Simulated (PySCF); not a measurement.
A side-by-side comparison of computed properties.

First species: C5H5FO.
SMILES with atom numbers: `[CH2:1]=[CH:2]/[C:3]([CH:4]=[O:5])=[CH:6]/[F:7]` (hydrogens: H8, H9 on C1; H10 on C2; H11 on C4; H12 on C6)

Second species: C3H4F2.
Z-matrix (Å and degrees, GFN2-xTB geometry), rows numbered from 1:
```
F 
C   1  1.3482
F   2  1.3482  1  108.09
C   2  1.4844  1  120.33  3   143.74
C   2  1.4845  1  120.34  3  -143.72
H   4  1.0784  2  117.55  5   108.35
H   4  1.0784  2  117.51  5  -108.22
H   5  1.0784  2  117.48  4  -108.30
H   5  1.0785  2  117.56  4   108.27
```

Levels: CAM-B3LYP/def2-SVPD for dipole moment, HOMO energy, LUMO energy, HOMO–LUMO gap, static isotropic polarisability and electronic spatial extent ⟨r²⟩ about the centre of nuclear charge; TDDFT CAM-B3LYP/def2-SVPD for lowest singlet excitation; TDA CAM-B3LYP/def2-SVPD for lowest triplet excitation (Tamm–Dancoff); GFN2-xTB for rotational constant A and rotational constant C. Geometries: GFN2-xTB. Each structure is a single optimised conformer of the isolated species, non-relativistic unless stated. Electronic properties by PySCF.

Dipoles, sizes and rotational constants follow the conformer. The torsions of the flexible species, by atom-mapped SMILES:
- `[CH2:1]=[CH:2]/[C:3]([CH:4]=[O:5])=[CH:6]/[F:7]`: C1–C2–C3–C4 0°, C2–C3–C4–O5 0°

Values for the first species:

| Quantity | Value |
| --- | --- |
| Dipole moment | 3.03 D |
| HOMO energy | -8.53 eV |
| LUMO energy | -1.00 eV |
| HOMO–LUMO gap | 7.53 eV |
| Lowest singlet excitation | 3.73 eV |
| Lowest triplet excitation (Tamm–Dancoff) | 2.97 eV |
| Static isotropic polarisability | 66.7 au |
| Electronic spatial extent ⟨r²⟩ about the centre of nuclear charge | 802 bohr² |
| Rotational constant A | 4.300 GHz |
| Rotational constant C | 1.368 GHz |

Q: Estimate the same properties for the second species, and the change in each.

A: 
```csv
property,first,second,second less first
dipole moment,3.03 D,2.49 D,-0.54 D
HOMO energy,-8.53 eV,-9.86 eV,-1.33 eV
LUMO energy,-1.00 eV,1.42 eV,+2.42 eV
HOMO–LUMO gap,7.53 eV,11.28 eV,+3.75 eV
lowest singlet excitation,3.73 eV,8.18 eV,+4.45 eV
lowest triplet excitation (Tamm–Dancoff),2.97 eV,8.05 eV,+5.08 eV
static isotropic polarisability,66.7 au,36.2 au,-30.5 au
electronic spatial extent ⟨r²⟩ about the centre of nuclear charge,802 bohr²,340 bohr²,-462 bohr²
rotational constant A,4.300 GHz,7.338 GHz,+3.038 GHz
rotational constant C,1.368 GHz,4.191 GHz,+2.823 GHz
```

On the first: The polarisability is 9.89 Å³ as a volume (1 au = 0.148185 Å³), or 1.28 au for each of the 52 electrons. The 8 singlets span 3.73 to 7.56 eV, and their oscillator strengths add up to 0.81.

On the second: In wavenumbers S1 is 66000 cm⁻¹ (1 eV = 8065.54 cm⁻¹). No computed singlet falls in the visible range (750 to 380 nm, 1.65 to 3.26 eV); S1 lies 4.92 eV above its blue end.
